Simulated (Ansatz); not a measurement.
## Nudged elastic band run: CH$_{6}$BFOSi

input.yaml

```yaml
crystal:
  periodic: [false, false, false]
  atoms:
    - { symbol: C, position_ang: [-0.393523, -1.288609, 1.009665] }
    - { symbol: B, position_ang: [0.757229, -0.401429, 0.439227] }
    - { symbol: F, position_ang: [1.993589, -0.578968, 0.912952] }
    - { symbol: Si, position_ang: [0.476839, 1.050768, -0.968878] }
    - { symbol: O, position_ang: [-1.120122, 1.10475, -1.475804] }
    - { symbol: H, position_ang: [-0.82166, -0.740556, 1.870399] }
    - { symbol: H, position_ang: [-0.044508, -2.258365, 1.393213] }
    - { symbol: H, position_ang: [-1.216471, -1.434029, 0.296291] }
    - { symbol: H, position_ang: [1.272376, 0.752949, -2.193744] }
    - { symbol: H, position_ang: [0.9316, 2.383996, -0.449453] }
    - { symbol: H, position_ang: [-1.770049, 1.352393, -0.813468] }
basis:
  gaussian: { orbitals: def2-SVP }
hamiltonian:
  xc: r2scanh
  dispersion: d4
neb:
  order_check: false
  images: 7
  f_tol: 0.05
  max_iterations: 60
  initial_path: linear
  final_atoms:
    - { symbol: C, position_ang: [-0.39075587, -1.24910969, 1.05781791] }
    - { symbol: B, position_ang: [0.73565028, -0.2979805, 0.54462914] }
    - { symbol: F, position_ang: [1.92132124, -0.32451624, 1.1606294] }
    - { symbol: Si, position_ang: [0.48908228, 1.01769217, -0.99756431] }
    - { symbol: O, position_ang: [-1.04927424, 0.90017927, -1.65279686] }
    - { symbol: H, position_ang: [-0.00329083, -2.15992697, 1.53671806] }
    - { symbol: H, position_ang: [-1.121132, -1.50910107, 0.27930296] }
    - { symbol: H, position_ang: [-0.94876345, -0.69444277, 1.83547176] }
    - { symbol: H, position_ang: [1.42205688, 0.69410015, -2.11444245] }
    - { symbol: H, position_ang: [0.78851898, 2.41985307, -0.55185646] }
    - { symbol: H, position_ang: [-1.77811326, 1.14615258, -1.07750916] }
```

Command:

```bash
$ ansatz run input.yaml --threads 2 --pin off --max-ram 3072MiB --backend cpu --events-out ev --progress --plain --runs-dir out
```

Output, in part (warnings, iteration lines, the closing report on the highest movable image, with atoms numbered from 0):

```
NEB end point (image 0): max|allowed force component| = 8.164e-3 eV/Å (the criterion of neb.relax_end_points is 1.000e-2)
NEB end point (image 8): max|allowed force component| = 9.831e-3 eV/Å (the criterion of neb.relax_end_points is 1.000e-2)
NEB iter   1: max|band force component| = 5.421e1 eV/Å  barrier→ = 20.8992 eV  barrier← = 20.8992 eV  Δτ_max = 0.1908 Å  (226 SCF iters)
NEB iter   2: max|band force component| = 1.892e1 eV/Å  barrier→ = 5.6063 eV  barrier← = 5.6063 eV  Δτ_max = 0.1956 Å  (199 SCF iters)
NEB iter   3: max|band force component| = 8.261e0 eV/Å  barrier→ = 2.4153 eV  barrier← = 2.4153 eV  Δτ_max = 0.1951 Å  (193 SCF iters)
NEB iter   4: max|band force component| = 2.942e0 eV/Å  barrier→ = 0.7041 eV  barrier← = 0.7041 eV  Δτ_max = 0.1598 Å  (199 SCF iters)
NEB iter   5: max|band force component| = 9.432e-1 eV/Å  barrier→ = 0.1517 eV  barrier← = 0.1517 eV  Δτ_max = 0.1304 Å  (202 SCF iters)
NEB iter   6: max|band force component| = 5.763e-1 eV/Å  barrier→ = 0.0271 eV  barrier← = 0.0271 eV  Δτ_max = 0.0297 Å  (179 SCF iters)
NEB iter   7: max|band force component| = 2.954e-1 eV/Å  barrier→ = 0.0088 eV  barrier← = 0.0088 eV  CI = image 3  Δτ_max = 0.0165 Å  (173 SCF iters)
NEB iter   8: max|band force component| = 1.747e-1 eV/Å  barrier→ = 0.0060 eV  barrier← = 0.0060 eV  CI = image 6  Δτ_max = 0.0175 Å  (174 SCF iters)
NEB iter   9: max|band force component| = 5.709e-2 eV/Å  barrier→ = 0.0058 eV  barrier← = 0.0058 eV  CI = image 6  Δτ_max = 0.0241 Å  (171 SCF iters)
NEB iter  10: max|band force component| = 5.024e-2 eV/Å  barrier→ = 0.0057 eV  barrier← = 0.0057 eV  CI = image 6  Δτ_max = 0.0535 Å  (172 SCF iters)
NEB iter  11: max|band force component| = 7.405e-2 eV/Å  barrier→ = 0.0057 eV  barrier← = 0.0057 eV  CI = image 6  Δτ_max = 0.0269 Å  (171 SCF iters)
NEB iter  12: max|band force component| = 6.578e-2 eV/Å  barrier→ = 0.0056 eV  barrier← = 0.0056 eV  CI = image 6  Δτ_max = 0.0269 Å  (176 SCF iters)
NEB iter  13: max|band force component| = 5.030e-2 eV/Å  barrier→ = 0.0057 eV  barrier← = 0.0057 eV  CI = image 6  Δτ_max = 0.0269 Å  (179 SCF iters)
NEB iter  14: max|band force component| = 9.953e-2 eV/Å  barrier→ = 0.0056 eV  barrier← = 0.0056 eV  CI = image 6  Δτ_max = 0.0135 Å  (174 SCF iters)
NEB iter  15: max|band force component| = 2.652e-2 eV/Å  barrier→ = 0.0056 eV  barrier← = 0.0056 eV  CI = image 6  Δτ_max = 0.0000 Å  (344 SCF iters)
Total energy: -14443.02177953 eV, -530.7712605659 hartree
Atom 0 at    -0.389245    -1.052649     1.262717 Å, force    -0.001261     0.005743     0.004566 eV/Å
Atom 1 at     0.715021    -0.132490     0.653007 Å, force    -0.000178    -0.008486    -0.006699 eV/Å
Atom 2 at     1.874918     0.008044     1.299498 Å, force     0.001410     0.003665     0.001820 eV/Å
Atom 3 at     0.493727     0.848728    -1.124579 Å, force    -0.008219     0.002083    -0.009045 eV/Å
Atom 4 at    -1.005584     0.544929    -1.810875 Å, force     0.009873     0.006983     0.012635 eV/Å
Atom 5 at    -0.119468    -1.491429     2.233310 Å, force    -0.000025    -0.000601    -0.000439 eV/Å
Atom 6 at    -0.612613    -1.864262     0.549330 Å, force     0.000820    -0.000807    -0.002206 eV/Å
Atom 7 at    -1.338535    -0.501497     1.366578 Å, force    -0.000335    -0.001576     0.000627 eV/Å
Atom 8 at     1.491441     0.360588    -2.119017 Å, force     0.001152    -0.004624     0.001557 eV/Å
Atom 9 at     0.722025     2.321711    -0.944445 Å, force    -0.000279     0.001200     0.002285 eV/Å
Atom 10 at    -1.766387     0.901225    -1.345124 Å, force    -0.002957    -0.003580    -0.005102 eV/Å
Dipole moment:    -0.348803    -0.010148     0.262903 e Å
```

The forces met the threshold. The top lies less than 8 meV above the higher end, about what the thresholds resolve: that end is a shoulder or a very shallow well. Another band between the same ends (7 images) ends at a top of the same energy, where a vibrational analysis finds 1 clearly imaginary mode.

Final band (atoms are numbered from 1 in the order of the input):

```csv
image,path coordinate (Å),energy (eV),dihedral H7–C1–B2–Si4 (°)
0,0.00,0.000,155
1,0.45,0.002,138
2,0.90,0.004,121
3,1.35,0.002,103
4,1.80,0.001,86
5,2.25,0.004,75
6,2.70,0.006,59
7,3.17,0.003,43
8,3.65,0.000,28
```

Run time: 5.3 min on 2 threads of Arm Neoverse V2, on a shared host, peak memory 0.24 GiB.
